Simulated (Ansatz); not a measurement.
Computed with Ansatz on PBE0-D4/def2-TZVP structures; ΔE is electronic, products minus reactants. CCSD(T)/CBS is the MP2 limit (def2-TZVPP, def2-QZVPP) plus CCSD(T) − MP2 in def2-TZVPP, frozen cores. This one scheme is used for every species. DFT in def2-TZVPP. Elements past krypton have def2 core potentials. For Sb outer-core shells are correlated without core-valence functions, which leaves a few kJ/mol of doubt a bond.

`[SiH3][SbH][Cl]` + CH₄ → `[CH3][SbH][SiH3]` + HCl  (formal exchange of groups at the Sb–Cl bond)

`[SiH3][SbH][Cl]`:

```xyz
7

Si    0.450   -0.827    0.326
Sb    0.205    1.692   -0.199
Cl   -0.998    1.273   -2.195
H     1.435   -1.407   -0.621
H    -0.858   -1.514    0.187
H     0.961   -0.977    1.715
H    -1.195    1.760    0.787
```

CH₄:

Cartesian coordinates in Å:
```
C 0.000 0.000 0.000
H 0.124 -0.905 -0.594
H -0.489 0.765 -0.602
H 0.977 0.360 0.321
H -0.611 -0.220 0.875
```

`[CH3][SbH][SiH3]`:

```xyz
10

C     0.464    0.435   -1.629
Sb   -1.116    0.944   -0.232
Si   -0.033   -0.331    1.720
H     0.718   -0.621   -1.568
H     1.341    1.038   -1.395
H     0.127    0.676   -2.637
H    -2.074   -0.422   -0.617
H    -1.014   -0.515    2.823
H     1.115    0.461    2.241
H     0.473   -1.665    1.295
```

HCl:

Cartesian coordinates in Å:
```
Cl -0.443 0.055 -0.457
H 0.443 -0.055 0.457
```

CCSD(T)/CBS gives +89.0 kJ/mol.

(1) Another level gave +90.5 kJ/mol. Which?
A. SCS-MP2/def2-TZVPP
B. r2SCANh-D4/def2-TZVPP
C. BHLYP-D4/def2-TZVPP
D. LC-ωPBE/def2-TZVPP

Largest T1 diagnostic among the species: 0.013.

Answers

(1) D. LC-ωPBE 90.5, BHLYP-D4 102.0, SCS-MP2/def2-TZVPP 84.6, r2SCANh-D4 96.0 kJ/mol.

At CCSD(T), def2-SVP lies −5.4 kJ/mol from the extrapolated value and def2-TZVPP −8.9 kJ/mol. In def2-TZVPP, CCSD(T) changes the Hartree–Fock value by −25.5 kJ/mol (the triples alone add −2.0 kJ/mol) and MP2 by −25.2 kJ/mol. Leaving LDA and LC-ωPBE aside and taking each functional with its dispersion term where it has one, the values, not all of them listed here, spread over 15.8 kJ/mol, from PBE-QIDH to B97M-V. LDA lies −8.8 kJ/mol from PBE without D4.
